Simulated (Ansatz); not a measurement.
HB, charge +1, doublet, at a GFN2-xTB geometry (a state made from the parent by changing its charge; the spin is typed, not shown lowest), atoms displaced at random by about 0.1 Å a coordinate; PBE0/STO-3G in Ansatz (a program for electronic structure).

Here is a job for Ansatz.
Ansatz 0.2 input:
```yaml
crystal:
  periodic: [false, false, false]
  atoms:
    - {symbol: B, position_ang: [-0.10255950, 0.05891378, -0.32868889]}
    - {symbol: H, position_ang: [0.03171955, -0.16108136, 1.04608701]}
basis:
  gaussian:
    orbitals: STO-3G
hamiltonian:
  xc: pbe0
total_charge: 1
magnetization: {spin_polarized: true, initial_magnetization: 1}
relax: {f_tol: 0.1}
```

It wrote (shortened):

```
Functional definition: PBE0
77 factors; integrals over basis functions are off by at most 8.9e-7 eV
mean field evaluation 1: about -668.7574 eV, gradient 5.0e0 eV
mean field evaluation 2: about -669.0361 eV, gradient 1.9e0 eV
mean field evaluation 4: about -669.0874 eV, gradient 5.1e-2 eV
mean field evaluation 8: about -669.0690 eV, gradient 5.7e-5 eV
mean field -669.06900773 eV, -24.5878325227 hartree, gradient 7.0e-5 eV, S^2 0.755241; 0 other end points of the search recorded, 0 dependent functions left out
the calculation of the forces begins
reference -669.06901826 eV, -24.5878329096 hartree; 3, 2 occupied and 3, 4 virtual orbitals, 77 factors
relax step   1: F+E_penalty+E_count = -669.06900773 eV  Δ(F+E_penalty+E_count) = +0.000e0 eV  max|allowed force component| = 2.778e0 eV/Å  Δτ_max = 0.0000 Å  (20 SCF iters, accepted)
these checks for a lower state are left out or cut short: starts, cluster_reference, orbital_swaps, neighbouring_geometries, increment
77 factors; integrals over basis functions are off by at most 8.9e-7 eV
mean field evaluation 16: about -669.3336 eV, gradient 3.5e-5 eV
mean field -669.33360037 eV, -24.5975561230 hartree, gradient 3.5e-5 eV, S^2 0.751494; 0 other end points of the search recorded, 0 dependent functions left out
the calculation of the forces begins
reference -669.33361053 eV, -24.5975564963 hartree; 3, 2 occupied and 3, 4 virtual orbitals, 77 factors
relax step   2: F+E_penalty+E_count = -669.33360037 eV  Δ(F+E_penalty+E_count) = -2.646e-1 eV  max|allowed force component| = 3.570e-1 eV/Å  Δτ_max = 0.0892 Å  (19 SCF iters, accepted)
these checks for a lower state are left out or cut short: starts, cluster_reference, orbital_swaps, neighbouring_geometries, increment
77 factors; integrals over basis functions are off by at most 8.9e-7 eV
mean field -669.33603131 eV, -24.5976454585 hartree, gradient 1.6e-5 eV, S^2 0.751667; 0 other end points of the search recorded, 0 dependent functions left out
the calculation of the forces begins
reference -669.33604151 eV, -24.5976458331 hartree; 3, 2 occupied and 3, 4 virtual orbitals, 77 factors
relax step   3: F+E_penalty+E_count = -669.33603131 eV  Δ(F+E_penalty+E_count) = -2.431e-3 eV  max|allowed force component| = 4.069e-2 eV/Å  Δτ_max = 0.0077 Å  (18 SCF iters, accepted)
77 factors; integrals over basis functions are off by at most 8.9e-7 eV
mean field evaluation 32: about -669.3360 eV, gradient 8.3e-4 eV
mean field -669.33603131 eV, -24.5976454585 hartree, gradient 1.6e-5 eV, S^2 0.751667; 1 other end points of the search recorded, 0 dependent functions left out
the calculation of the forces begins
reference -669.33604151 eV, -24.5976458331 hartree; 3, 2 occupied and 3, 4 virtual orbitals, 77 factors
Total energy: -669.33604151 eV, -24.5976458331 hartree
Atom 0 at    -0.094737     0.046097    -0.248598 Å, force     0.003975    -0.006512     0.040693 eV/Å
Atom 1 at     0.023897    -0.148265     0.965996 Å, force    -0.003975     0.006512    -0.040693 eV/Å
Dipole moment:    -0.007815     0.012804    -0.080016 e Å
```
